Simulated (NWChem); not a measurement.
System: GeH₂O₂ClF; SMILES [OH][Ge]([OH])([F])[Cl]

```xyz
7

O      0.0773    -1.0222     1.5567
Ge    -0.0157    -0.2534    -0.0098
O     -1.4641    -0.7911    -0.8078
F      1.3908    -0.7167    -0.8967
Cl    -0.0094     1.8647     0.0573
H      0.9418    -0.9392     1.9766
H     -1.7014    -1.6926    -0.5573
```
Atoms are numbered in this order, from 1.

Results from NWChem. All runs use the structure optimised with PBE0/def2-SVP. Total energies compare along this basis series because the functional is fixed.

| level | basis functions | energy (Ha) | highest occupied level (eV) | orbital gap (eV) | dipole (D) |
|---|---|---|---|---|---|
| Hartree-Fock/cc-pVDZ | 97 | -2785.3155 | -13.24 | 16.39 | 2.21 |
| Hartree-Fock/aug-cc-pVDZ | 150 | -2785.3568 | -13.32 | 14.08 | 2.00 |
| Hartree-Fock/cc-pVTZ | 195 | -2785.5109 | -13.28 | 16.00 | 2.02 |
